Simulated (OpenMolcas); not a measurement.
An atom or ion with 34 electrons was computed by SS-RASPT2, IPEA 0.25 Eh, imaginary shift 0.1 Eh with spin-orbit coupling (OpenMolcas, ANO-RCC-VQZP, DKH2). The lowest levels that the run gave, each within 12 % of the measured value where one is at hand:

```tsv
J	Parity	E (cm⁻¹)	g
2	even	0.0	1.485
1	even	4090	1.501
0	even	4950	
2	even	14690	1.016
0	even	33090	
2	odd	115960	1.501
1	odd	119180	1.497
0	odd	121080
```

Q: Which ion is it, and what are the configurations and terms?

A: Kr III (Z = 36, charge +2; active space 6 electrons in 9 orbitals (RAS2 4s 4p; RAS3 4d, at most 2 electrons)). J, parity and g give the terms where levels are pure, and mixed ones are named by the computed weights; the size of the splittings, set against known spectra of the 34-electron sequence, gives the charge. In order, with the measured energies in cm⁻¹ (Saloman, J. Phys. Chem. Ref. Data 36, 215 (2007)): 4s² 4p⁴ ³P₂, 4s² 4p⁴ ³P₁ (4548), 4s² 4p⁴ ³P₀ (5313), 4s² 4p⁴ ¹D₂ (14644), 4s² 4p⁴ ¹S₀ (33080), 4s 4p⁵ ³P°₂ (115931), 4s 4p⁵ ³P°₁ (119380), 4s 4p⁵ ³P°₀ (121543).

CASPT2 breaks the degeneracy within a term, and the mean is taken; among the terms shown or strongly mixed into the levels shown the widest spread is 33 cm-1 (4s² 4p⁴ ¹D). The run also gave levels led by 4s² 4p³ 4d, which use shells meant for correlation; these and all levels above them are left out. Some terms mix strongly with configurations of 4d, whose occupation reaches 0.25 (4s 4p⁵ ³P°). Measured partners are found by configuration, term and J. A level has none where our copy of the source lacks it or the pairing is in doubt (some pairs that miss far off the trend of their configuration count as doubtful), and it then counts in no deviation. Only configurations of the active space appear.

° marks odd parity.
